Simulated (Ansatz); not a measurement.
Saddle point of SnH5Cl, singlet (SnH₄ + HCl → SnH₃Cl ([Cl][SnH3]) + H₂; bonds formed: Sn1–Cl7, H2–H6; bonds broken: Sn1–H2, H6–Cl7), PBE0-D4/def2-TZVP structure:

```
7
angstrom
Sn -0.3773 0.5775 -0.0172
H 0.4348 -0.8925 -1.0538
H -0.9259 1.0830 -1.5702
H -1.7031 0.0925 0.9117
H 0.7587 1.6860 0.5624
H 0.7498 -1.2070 -0.2474
Cl 1.0630 -1.3397 1.4144
```

Energies are electronic, without zero-point energy. Barriers and step energies count from the start structure reached by relaxing down the imaginary mode; all methods use the PBE0-D4 structures, on which another method's saddle can fall below an end. Program: Ansatz 0.2.0. Basis: def2-TZVPP, with def2-QZVPP for the basis limit. Cores are frozen in the correlated methods. Filled d shells of the heavier atoms are correlated. Core potentials replace the inner electrons of the atoms past krypton. The def2 sets are not built for correlating such inner shells, so the correlated values are less sure here. B3LYP uses VWN-RPA correlation. Extrapolation: Hartree–Fock as exp(−7.88 √X), correlation as X^−2.97.

| method | barrier (kcal/mol) | step energy (kcal/mol) |
| --- | --- | --- |
| SPW92 | 20.76 | -11.58 |
| PBE-D4 | 23.82 | -15.28 |
| BLYP-D4 | ? | -16.21 |
| r2SCAN-D4 | 25.20 | -16.76 |
| B97M-V | 28.57 | -15.00 |
| PBE0-D4 | 27.21 | -15.32 |
| B3LYP-D4 | 28.52 | -16.05 |
| r2SCAN0-D4 | 27.95 | -16.35 |
| BHLYP-D4 | 31.84 | -16.52 |
| CAM-B3LYP-D4 | 31.19 | -14.94 |
| wB97X-V | ? | -16.15 |
| wB97M-V | 30.50 | -16.03 |
| B2PLYP | 31.04 | -15.85 |
| PBE-QIDH | 30.60 | -15.67 |
| RPA on PBE | 34.21 | -13.90 |
| HF | ? | -16.80 |
| MP2 | 32.34 | -16.28 |
| CCSD | 35.70 | -13.98 |
| CCSD(T) | 33.84 | -14.28 |

**Question.** Fill in the withheld barriers. (Judge from chemistry; the value comes from the calculation.)

**Answer.** By the calculation: BLYP-D4 25.91; HF 40.52; wB97X-V 31.18 kcal/mol. Each is the energy of the saddle less that of the start structure, by the same method.

For comparison, the barrier by CCSD(T) at an estimated basis limit (MP2 extrapolated from triple and quadruple zeta, plus CCSD(T) − MP2 in triple zeta) is 29.62 kcal/mol.

T1 diagnostic: at most 0.014.

Labels in which every atom is bracketed show which atoms are joined, not bond orders.

For scale, one of the runs: CCSD(T)/def2-TZVPP, 162 basis functions (an equivalent command: `ansatz run in.yaml --threads 2`). Hardware: 2 CPU threads, shared host. Wall time 35 s; peak host memory 1.3 GiB.
